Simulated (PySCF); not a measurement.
## Technetium: a sound run and one with changed settings

Sound run: Tc [Kr] 4d5 5s2, Tc⁺ [Kr] 4d5 5s1. Calculation: PySCF 2.14, in cc-pVDZ-PP with ECP28MDF; a scalar-relativistic core potential. In the sound run the correlated levels freeze 4s2 4p6 outside the core potential. The sound run starts from symmetry-adapted Hartree-Fock orbitals and uses a fine grid where one is needed.

Changed run: initial guess atom, at most 50 SCF cycles.

| species | method | sound run (hartree) | changed run (hartree) | converged |
| --- | --- | --- | --- | --- |
| Tc | UHF | -79.84695 | -79.81860 | yes |
| Tc | B3LYP | -80.46192 | -80.45469 | yes |
| Tc | PBE | -80.43937 | -80.44619 | yes |
| Tc⁺ | UHF | -79.64177 | -79.64177 | yes |
| Tc⁺ | B3LYP | -80.19337 | -80.19337 | yes |
| Tc⁺ | PBE | -80.18414 | -80.18414 | yes |
| Tc⁺ | MP2 | -79.69978 | -79.69978 | yes |

The plain start fixes occupations by D2h representation alone, and Tc at UHF, Tc at B3LYP, Tc at PBE landed in another state (other ⟨L²⟩ or ⟨S²⟩).
